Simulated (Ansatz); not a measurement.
Reaction (formal loss of a carbene): `C[CH2][Ge][O]C` → `[CH2]` (triplet) + `C[CH2][Ge][OH]`

Computed with Ansatz on PBE0-D4/def2-TZVP structures; ΔE is electronic, products minus reactants. CCSD(T)/CBS adds triple-zeta CCSD(T) − MP2 to the extrapolated MP2 energy (def2 sets, frozen cores). This one scheme is used for every species. Functionals use def2-TZVPP. Triplets are unrestricted, without spin–orbit coupling. For Ge outer-core shells are correlated without core-valence functions, which leaves a few kJ/mol of doubt a bond. Scalar relativity is left out up to krypton. One conformer a species, not always the lowest.

CCSD(T)/CBS gives +383.8 kJ/mol.

Q: Another level gave +386.7 kJ/mol. Which?
A. PBE/def2-TZVPP
B. LDA (SPW92)/def2-TZVPP
C. revPBE/def2-TZVPP
D. r2SCAN0-D4/def2-TZVPP

A: A. PBE 386.7, LDA (SPW92) 456.3, r2SCAN0-D4 357.8, revPBE 362.9 kJ/mol.

Largest T1 diagnostic among the species: 0.014.

From r2SCAN to r2SCAN0 (25 % exact exchange), in def2-TZVPP and without D4, ΔE moves by −6.2 kJ/mol. Leaving LDA and LC-ωPBE aside and taking each functional with its dispersion term where it has one, the values, not all of them listed here, spread over 40.0 kJ/mol, from r2SCAN0-D4 to ωB97X-V. LDA lies +69.7 kJ/mol from PBE without D4. In def2-TZVPP, CCSD(T) changes the Hartree–Fock value by +128.0 kJ/mol (the triples alone add +10.9 kJ/mol) and MP2 by +137.1 kJ/mol.
